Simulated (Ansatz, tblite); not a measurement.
Cost and result up the ladder for HfS2 (3 atoms). The state is a singlet with charge 0. Geometry: PBE0-D4/def2-TZVP.

```xyz
3

Hf   -0.529   -0.142   -0.637
S     1.129   -1.486   -0.052
S    -0.599    1.628    0.689
```

Ansatz on 4 threads of AMD EPYC 9R45 on a shared host; xTB runs through tblite on one thread. Times are rough, summed over both states, and most runs start from the orbitals of an earlier one. PBE-QIDH/def2-TZVP serves as the yardstick here, not as an exact answer. The other state is a triplet at its own geometry.

In the def2 sets Hf takes a core potential; there is no spin–orbit coupling. The xTB rows come from tblite. B3LYP takes the VWN-RPA correlation. HSE06 is defined as in plane-wave codes, on full-range PBE exchange. Correlated methods freeze 10 core orbitals; core or outer-core shells of Hf are correlated, in sets that lack core-valence functions. The structure comes from a short search, and lower isomers may exist.

Second-order perturbation terms are unreliable where d shells bring near-degenerate states, and here MP2/def2-TZVP lies more than 0.4 eV from the median of the functionals without such a term.

Correlated methods converge slowly with the basis.

xTB has no spin-polarisation term.

```tsv
level	functions	wall time
GFN1-xTB	27	0.004 s
GFN2-xTB	27	0.006 s
LDA (SPW92)/def2-TZVP	114	0.6 s
MP2/def2-TZVP	114	0.85 s
PBE-D4/def2-TZVP (with forces)	114	0.95 s
B3LYP-D4/def2-TZVP	114	1.2 s
HSE06-D4/def2-TZVP	114	1.4 s
RPA@PBE/def2-TZVP	114	1.6 s
PBE0-D4/def2-TZVP	114	1.9 s
r2SCAN-D4/def2-TZVP	114	2.2 s
PBE-QIDH/def2-TZVP	114	2.2 s
B97M-V/def2-TZVP	114	3.4 s
CCSD(T)/def2-TZVPP	140	9.8 s
```

Question: Estimate what each level gives for the triplet − singlet (eV).

Answer: 
```json
{"level": "GFN1-xTB", "triplet − singlet (eV)": "2.25", "difference from PBE-QIDH/def2-TZVP (eV)": "1.14", "remarks": "–"}
{"level": "GFN2-xTB", "triplet − singlet (eV)": "1.52", "difference from PBE-QIDH/def2-TZVP (eV)": "0.41", "remarks": "–"}
{"level": "LDA (SPW92)/def2-TZVP", "triplet − singlet (eV)": "0.93", "difference from PBE-QIDH/def2-TZVP (eV)": "-0.18", "remarks": "–"}
{"level": "MP2/def2-TZVP", "triplet − singlet (eV)": "1.39", "difference from PBE-QIDH/def2-TZVP (eV)": "0.28", "remarks": "spin-contaminated (⟨S²⟩ 2.13) (triplet), test for broken spin undecided (singlet)"}
{"level": "PBE-D4/def2-TZVP (with forces)", "triplet − singlet (eV)": "0.85", "difference from PBE-QIDH/def2-TZVP (eV)": "-0.26", "remarks": "–"}
{"level": "B3LYP-D4/def2-TZVP", "triplet − singlet (eV)": "0.83", "difference from PBE-QIDH/def2-TZVP (eV)": "-0.28", "remarks": "–"}
{"level": "HSE06-D4/def2-TZVP", "triplet − singlet (eV)": "0.90", "difference from PBE-QIDH/def2-TZVP (eV)": "-0.21", "remarks": "–"}
{"level": "RPA@PBE/def2-TZVP", "triplet − singlet (eV)": "0.72", "difference from PBE-QIDH/def2-TZVP (eV)": "-0.39", "remarks": "–"}
{"level": "PBE0-D4/def2-TZVP", "triplet − singlet (eV)": "0.90", "difference from PBE-QIDH/def2-TZVP (eV)": "-0.21", "remarks": "–"}
{"level": "r2SCAN-D4/def2-TZVP", "triplet − singlet (eV)": "0.84", "difference from PBE-QIDH/def2-TZVP (eV)": "-0.27", "remarks": "–"}
{"level": "PBE-QIDH/def2-TZVP", "triplet − singlet (eV)": "1.11", "difference from PBE-QIDH/def2-TZVP (eV)": "0.00", "remarks": "test for broken spin undecided (singlet)"}
{"level": "B97M-V/def2-TZVP", "triplet − singlet (eV)": "0.99", "difference from PBE-QIDH/def2-TZVP (eV)": "-0.12", "remarks": "–"}
{"level": "CCSD(T)/def2-TZVPP", "triplet − singlet (eV)": "1.03", "difference from PBE-QIDH/def2-TZVP (eV)": "-0.08", "remarks": "spin-contaminated (⟨S²⟩ 2.13) (triplet)"}
```
